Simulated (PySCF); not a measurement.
C₅H₄F₂, SMILES C=C=C(F)/C=C\F. Atoms are numbered in the order given.

```xyz
11

C      1.8454     1.5410     0.0000
C      0.6255     1.0787     0.0000
C     -0.6072     0.6094     0.0000
F     -1.6423     1.4713     0.0000
C     -1.0404    -0.7800     0.0000
C     -0.2701    -1.8711     0.0000
F      1.0531    -1.8188     0.0000
H      2.3835     1.7417    -0.9350
H      2.3835     1.7417     0.9350
H     -2.1216    -0.9324     0.0000
H     -0.6612    -2.8918     0.0000
```
Charge 0, spin multiplicity 1.

Geometry optimised at PBE0-D3(BJ)/def2-SVP. The structure was generated by enumeration; whether it is a known compound was not checked. Other conformers were not sampled.

Two levels are set side by side: PBE/pcSseg-1 (PySCF) and B3LYP/pcSseg-1 (PySCF). GIAO shifts against CFCl3 (¹⁹F), TMS (¹H), TMS (¹³C) at the same level; non-relativistic, no solvent, atoms listed together averaged. Differences are taken from unrounded values.

| quantity | B3LYP |
|---|---|
| δ(¹³C) of C1 (ppm) | 100.8 |
| δ(¹³C) of C2 (ppm) | 226.8 |
| δ(¹³C) of C3 (ppm) | 146.5 |
| δ(¹⁹F) of F4 (ppm) | -167.1 |
| δ(¹³C) of C5 (ppm) | 112.8 |
| δ(¹³C) of C6 (ppm) | 159.0 |
| δ(¹⁹F) of F7 (ppm) | -112.8 |
| δ(¹H) of H8, H9 (ppm) | 6.28 |
| δ(¹H) of H10 (ppm) | 5.34 |
| δ(¹H) of H11 (ppm) | 6.87 |

**Question.** What does PBE give, and how far is it from B3LYP? (An estimate is asked for; the answer gives what the named calculation found.)

**Answer.** 
```json
[
 {"quantity": "δ(¹³C) of C1 (ppm)", "PBE": "100.3", "PBE minus B3LYP": "-0.4"},
 {"quantity": "δ(¹³C) of C2 (ppm)", "PBE": "222.5", "PBE minus B3LYP": "-4.2"},
 {"quantity": "δ(¹³C) of C3 (ppm)", "PBE": "145.8", "PBE minus B3LYP": "-0.6"},
 {"quantity": "δ(¹⁹F) of F4 (ppm)", "PBE": "-176.6", "PBE minus B3LYP": "-9.4"},
 {"quantity": "δ(¹³C) of C5 (ppm)", "PBE": "110.7", "PBE minus B3LYP": "-2.1"},
 {"quantity": "δ(¹³C) of C6 (ppm)", "PBE": "156.8", "PBE minus B3LYP": "-2.2"},
 {"quantity": "δ(¹⁹F) of F7 (ppm)", "PBE": "-117.3", "PBE minus B3LYP": "-4.5"},
 {"quantity": "δ(¹H) of H8, H9 (ppm)", "PBE": "6.36", "PBE minus B3LYP": "0.08"},
 {"quantity": "δ(¹H) of H10 (ppm)", "PBE": "5.34", "PBE minus B3LYP": "0.01"},
 {"quantity": "δ(¹H) of H11 (ppm)", "PBE": "6.92", "PBE minus B3LYP": "0.05"}
]
```

Rough cost on one machine, each run with all the roots and properties that it gave: B3LYP against PBE within a factor of 2.
